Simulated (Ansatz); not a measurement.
Isolated molecules relaxed with PBE0-D4/def2-TZVP in Ansatz; ΔE leaves out vibrations. CCSD(T)/CBS adds triple-zeta CCSD(T) − MP2 to the extrapolated MP2 energy (def2 sets, frozen cores). DFT in def2-TZVPP. Each species was taken in one conformer, which may not be the lowest.

Reaction (formal exchange of groups at a B–Si bond): `FB[SiH3]` + `NCOC=O` → `NCBF` + `O=CO[SiH3]`

`FB[SiH3]`:

Cartesian coordinates in Å:
```
F -1.464 0.425 -1.572
B -1.074 0.419 -0.310
Si 0.754 -0.300 0.221
H -1.858 0.864 0.488
H 0.579 -1.342 1.271
H 1.544 0.813 0.819
H 1.518 -0.878 -0.916
```

`NCOC=O`:

Z-matrix (Å, degrees):
```
C
O 1 1.464
N 1 1.406 2 111.1
H 1 1.090 2 107.4 3 121.5
H 1 1.090 2 107.4 3 -121.5
C 2 1.326 1 115.7 3 179.8
H 3 1.010 1 112.7 2 -62.2
H 3 1.010 1 112.7 2 62.2
O 6 1.198 2 125.9 1 -0.0
H 6 1.101 2 109.7 1 180.0
```

`NCBF`:

Cartesian coordinates in Å:
```
N 0.222 0.829 -1.027
C 0.372 0.227 0.282
B -0.353 -1.135 0.477
F -1.228 -1.559 -0.425
H 0.455 1.812 -1.022
H -0.723 0.732 -1.373
H 0.013 0.847 1.130
H 1.436 0.068 0.510
H -0.193 -1.821 1.448
```

`O=CO[SiH3]`:

```xyz
8

O    -1.113   -1.043   -1.065
C    -1.433   -0.343   -0.148
O    -0.581    0.380    0.575
Si    1.065    0.300    0.165
H    -2.466   -0.215    0.204
H     1.692    1.205    1.153
H     1.564   -1.083    0.326
H     1.272    0.799   -1.211
```

| level | ΔE (kJ/mol) |
| --- | --- |
| LDA (SPW92) | -138.9 |
| r2SCANh-D4 | -153.1 |
| LC-ωPBE | -150.5 |
| CCSD(T)/def2-TZVPP | -155.0 |

Q: What does CCSD(T)/CBS give? (An estimate is asked.)

A: The calculation gave: -159.7 kJ/mol. The listed levels differ from it by 20.8, 6.6, 9.2, 4.7 kJ/mol.

Largest T1 diagnostic among the species: 0.016.

From BLYP to BHLYP (50 % exact exchange), in def2-TZVPP and without D4, ΔE moves by −18.1 kJ/mol. Leaving LDA and LC-ωPBE aside and taking each functional with its dispersion term where it has one, the values, not all of them listed here, spread over 26.0 kJ/mol, from BHLYP-D4 to PBE-D4. LDA lies −3.7 kJ/mol from PBE without D4. At CCSD(T), def2-SVP lies +22.6 kJ/mol from the extrapolated value and def2-TZVPP +4.6 kJ/mol.
